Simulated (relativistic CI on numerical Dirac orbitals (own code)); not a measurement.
## Electric-dipole lines of Tc VIII

Method of calculation: Dirac-Coulomb-Breit CI, orbitals from a KLI potential per configuration, model QED (radiative potential, 1s self-energy scaled to tabulated hydrogen-like ionisation energies), unscaled Slater integrals (own radial code, finite nucleus).

Configuration list (outside the closed core [Ar] 3d10): 4s²4p⁶, 4s²4p⁵4d, 4s4p⁶4d, 4s²4p⁵4f, 4s²4p⁵5s, 4s4p⁶4f, 4s²4p⁵5p, 4s²4p⁵5d, 4s4p⁶5s, 4p⁶4d², 4p⁵4d³, 4p⁵4d²4f, 4p⁵4d²5s, 4p⁵4d²5p. Double excitations out of closed p, d and f shells are left out; levels of such configurations are missing from the list, as are those of other unlisted configurations, and high levels can miss mixing partners. These lack a partner that the ground configuration has and come out too high: 4s²4p⁵5d.

```csv
λ vac (Å),Lower,Upper,A (s⁻¹),log gf,S velocity/length
207.70,4s²4p⁶ ¹S0 [1],4s²4p⁵4d ¹P°1 [13],3.90e+11,0.88,0.57
254.64,4s²4p⁵4d ³P°0 [2],4s²4p⁵4f ³D1 [36],5.56e+10,0.21,0.67
256.86,4s²4p⁵4d ³P°1 [3],4s²4p⁵4f ³D2 [37],5.82e+10,0.46,0.68
257.22,4s²4p⁵4d ³P°1 [3],4s²4p⁵4f ³D1 [36],5.28e+10,0.20,0.67
259.34,4s4p⁶4d ³D3 [20],4s4p⁶4f ³F°4 [58],4.13e+10,0.57,0.79
262.04,4s²4p⁵4d ³P°2 [4],4s²4p⁵4f ³D3 [38],6.32e+10,0.66,0.70
262.27,4s²4p⁵4d ³P°2 [4],4s²4p⁵4f ³D2 [37],3.34e+10,0.24,0.68
275.18,4s²4p⁵4d ³F°3 [6],4s²4p⁵4f ³G4 [33],5.94e+10,0.78,0.98
275.41,4s²4p⁵4d ¹D°2 [9],4s²4p⁵4f ³G3 [40],6.33e+10,0.70,0.90
275.55,4s²4p⁵4d ³F°2 [7],4s²4p⁵4f ³G3 [34],5.45e+10,0.64,0.96
275.65,4s²4p⁵4d ³F°4 [5],4s²4p⁵4f ³G5 [32],6.62e+10,0.92,0.97
275.96,4s²4p⁵4d ³D°2 [11],4s²4p⁵4f ³D3 [42],6.77e+10,0.73,0.79
281.81,4s²4p⁵4d ³D°3 [8],4s²4p⁵4f ³D3 [38],2.46e+10,0.31,0.72
282.00,4s²4p⁵4d ¹F°3 [12],4s²4p⁵4f ³F4 [41],6.31e+10,0.83,0.92
282.97,4s²4p⁵4d ³D°1 [10],4s²4p⁵4f ³F2 [39],4.63e+10,0.44,0.84
283.79,4s²4p⁵4d ³D°3 [8],4s²4p⁵4f ³F4 [35],5.92e+10,0.81,0.91
351.15,4s²4p⁵4d ³F°4 [5],4s4p⁶4d ³D3 [20],1.44e+10,0.27,0.99
766.46,4s²4p⁵5p ³D2 [22],4s²4p⁵5d ³F°3 [47],7.97e+09,0.69,0.92
798.06,4s²4p⁵5p ³D3 [23],4s²4p⁵5d ³F°4 [46],8.53e+09,0.87,0.89
806.72,4s²4p⁵5p ³P2 [25],4s²4p⁵5d ³D°3 [50],6.33e+09,0.64,0.94
```

Terms are leading LS components. Brackets give the number of a level in order of energy, since labels repeat. The list gives strong lines, with weight on those to low levels, among the lowest 61 of 998 levels, so that lines to higher ones, which can be the strongest, are missing. Levels whose partners in the same complex of configurations lie outside the list can be far off, and so can their lines. Rates are taken at the computed energies, electric ones in the length gauge. A velocity-to-length ratio far from 1 marks an uncertain rate.

At this charge configurations can still be misplaced by up to about 7 % of their energy.

LS names give the leading component of a level, which can be under half, so a name can repeat, a term be missing and a line seem to break the LS rules.
